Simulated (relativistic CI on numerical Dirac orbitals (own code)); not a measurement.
## Slater and spin-orbit integrals, Sr XIX

These numbers are calculated, not measured: Dirac-Coulomb-Breit CI, orbitals from a KLI potential per configuration, model QED, unscaled Slater integrals (own radial code, finite nucleus).

Slater integrals F^k, G^k are unscaled and averaged over j, outside the closed core [Ne]; ζ comes from projecting the Hamiltonian with its Breit term on Σ l·s of the shell.

- 3s²3p⁶3d²: F^2(3d,3d) = 248580, F^4(3d,3d) = 159770, ζ(3d) = 8086.8 cm⁻¹; <r>(3d) = 0.4062, <r^2>(3d) = 0.1929 (bohr units).
- 3s²3p⁵3d³: ζ(3p) = 70620, F^2(3d,3d) = 247850, F^4(3d,3d) = 159280, F^2(3p,3d) = 224020, G^1(3p,3d) = 250640, G^3(3p,3d) = 163840, ζ(3d) = 7924.3 cm⁻¹; <r>(3p) = 0.4439, <r^2>(3p) = 0.2274, <r>(3d) = 0.4073, <r^2>(3d) = 0.1939 (bohr units).
- 3s3p⁶3d³: F^2(3d,3d) = 247530, F^4(3d,3d) = 159060, G^2(3s,3d) = 189990, ζ(3d) = 8025.2 cm⁻¹; <r>(3s) = 0.4504, <r^2>(3s) = 0.231, <r>(3d) = 0.4078, <r^2>(3d) = 0.1944 (bohr units).

Task: Give the Racah parameters of the d shell in 3s²3p⁶3d².

Result: B = F²/49 − 5F⁴/441 = 3262 cm⁻¹ and C = 35F⁴/441 = 12680 cm⁻¹.

Averages of the first 10 configurations, taken without configuration mixing, which lowers the lowest level and can move excited configurations by several eV; other configurations of the list can lie among them:

```json
{"Configuration": "3s²3p⁶3d²", "Parity": "even", "States": "45", "Average energy above the lowest level (eV)": "6.6"}
{"Configuration": "3s²3p⁵3d³", "Parity": "odd", "States": "720", "Average energy above the lowest level (eV)": "125.9"}
{"Configuration": "3s3p⁶3d³", "Parity": "even", "States": "240", "Average energy above the lowest level (eV)": "215.1"}
{"Configuration": "3s²3p⁶3d4s", "Parity": "even", "States": "20", "Average energy above the lowest level (eV)": "290.6"}
{"Configuration": "3s²3p⁶3d4p", "Parity": "odd", "States": "60", "Average energy above the lowest level (eV)": "320.6"}
{"Configuration": "3s²3p⁶3d4d", "Parity": "even", "States": "100", "Average energy above the lowest level (eV)": "364.7"}
{"Configuration": "3s²3p⁶3d4f", "Parity": "odd", "States": "140", "Average energy above the lowest level (eV)": "402.9"}
{"Configuration": "3s²3p⁵3d²4s", "Parity": "odd", "States": "540", "Average energy above the lowest level (eV)": "406.2"}
{"Configuration": "3s²3p⁶4s²", "Parity": "even", "States": "1", "Average energy above the lowest level (eV)": "592.3"}
{"Configuration": "3s²3p⁵3d²4p", "Parity": "even", "States": "1620", "Average energy above the lowest level (eV)": "436.3"}
```
